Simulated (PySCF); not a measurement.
CH9GeNSi, SMILES C[SiH2][NH][GeH3].

Geometry: PBE0-D3(BJ)/def2-SVP. This is a generated structure with no PubChem entry under its InChIKey; it may be hypothetical. One conformer was computed; it need not be the lowest.

All values below come from TDDFT-PBE/def2-SVPD (PySCF).

Vertical excitations. Gas-phase values at a fixed geometry.

| state | energy (eV) | λ (nm) | f | main pairs |
|---|---|---|---|---|
| S1 | 5.24 | 237 | 0.001 | HOMO→LUMO 82 %, HOMO→LUMO+1 17 % |
| S2 | 5.41 | 229 | 0.017 | HOMO→LUMO+1 82 %, HOMO→LUMO 17 % |
| S3 | 6.09 | 203 | 0.006 | HOMO→LUMO+2 99 % |
| S4 | 6.32 | 196 | 0.008 | HOMO→LUMO+3 98 % |
| S5 | 6.54 | 189 | 0.014 | HOMO→LUMO+5 61 %, HOMO→LUMO+4 38 % |
| S6 | 6.58 | 188 | 0.027 | HOMO→LUMO+4 57 %, HOMO→LUMO+5 38 % |
| S7 | 6.94 | 179 | 0.009 | HOMO→LUMO+6 97 % |
| S8 | 7.09 | 175 | 0.004 | HOMO−1→LUMO 98 % |
| S9 | 7.27 | 171 | 0.032 | HOMO−1→LUMO+1 93 % |
| S10 | 7.29 | 170 | 0.003 | HOMO−2→LUMO 94 % |
| T1 | 4.97 | 249 | 0 | HOMO→LUMO 97 % |
| T2 | 5.24 | 237 | 0 | HOMO→LUMO+1 97 % |
| T3 | 5.94 | 209 | 0 | HOMO→LUMO+2 99 % |
| T4 | 6.20 | 200 | 0 | HOMO→LUMO+3 99 % |
Triplets are in the Tamm–Dancoff approximation, which puts them higher than full response would, so one can lie above its singlet here.
